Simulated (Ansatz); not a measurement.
Two isomers of C3H9NSi: A = `C/C(N)=C\[SiH3]`, B = `CNC1C[SiH2]1`.

Gas-phase electronic energies from Ansatz, PBE0-D4/def2-TZVP geometries. CCSD(T)/CBS adds triple-zeta CCSD(T) − MP2 to the extrapolated MP2 energy (def2 sets, frozen cores). Functionals use def2-TZVPP. B3LYP here is the variant with VWN-RPA as its local correlation; programs differ in this. One conformer a species, not always the lowest.

A:

```xyz
14

C     0.067    0.541   -1.397
C    -0.595    0.483   -0.057
N    -1.680    1.322    0.051
C    -0.139   -0.267    0.965
Si    1.364   -1.328    0.931
H     0.929   -0.122   -1.453
H    -0.634    0.249   -2.186
H     0.400    1.560   -1.613
H    -2.280    1.191    0.848
H    -2.165    1.561   -0.797
H    -0.701   -0.231    1.898
H     1.498   -2.009    2.248
H     2.624   -0.565    0.685
H     1.311   -2.384   -0.123
```

B:

Z-matrix (Å, degrees):
```
C
N 1 1.449
H 1 1.102 2 113.7
H 1 1.092 2 109.8 3 -121.7
H 1 1.093 2 109.4 3 120.2
C 2 1.431 1 113.5 3 -56.8
H 2 1.010 1 110.7 3 68.2
Si 6 1.858 2 119.4 1 -155.6
C 6 1.543 2 115.0 1 -81.4
H 6 1.097 2 116.7 1 54.1
H 8 1.477 6 119.0 2 0.8
H 8 1.479 6 119.1 2 -148.9
H 9 1.086 6 114.2 2 -2.3
H 9 1.085 6 117.1 2 134.1
```

Which is lower in electronic energy at CCSD(T)/CBS, and by how much? (An estimate is asked.)

Computed: A, by 116.1 kJ/mol.

Give E(B) − E(A) in kJ/mol with B3LYP, B3LYP-D4, PBE0-D4, B2PLYP, MP2/def2-TZVPP, BLYP-D4, LDA (SPW92). (Estimate.)

The calculation gave: B3LYP 126.4, B3LYP-D4 127.3, PBE0-D4 110.1, B2PLYP 123.0, MP2/def2-TZVPP 112.9, BLYP-D4 129.6, LDA (SPW92) 101.2. None reverses the order clearly.

Does the order hold for the free energy at 298.15 K (harmonic terms from PBE0-D4)? (An estimate is asked.)

Ansatz gave: Yes: G(B) − G(A) = +131.4 kJ/mol, for one conformer each. Modes under 60 cm⁻¹, often nearly free rotors, make the harmonic entropy too high.

Largest T1 diagnostic: 0.012.

Leaving LDA and LC-ωPBE aside and taking each functional with its dispersion term where it has one, the values, not all of them listed here, spread over 19.7 kJ/mol, from PBE-QIDH to BLYP-D4. LDA lies −9.3 kJ/mol from PBE without D4. From r2SCAN to r2SCAN0 (25 % exact exchange), in def2-TZVPP and without D4, E(B) − E(A) moves by −3.0 kJ/mol.
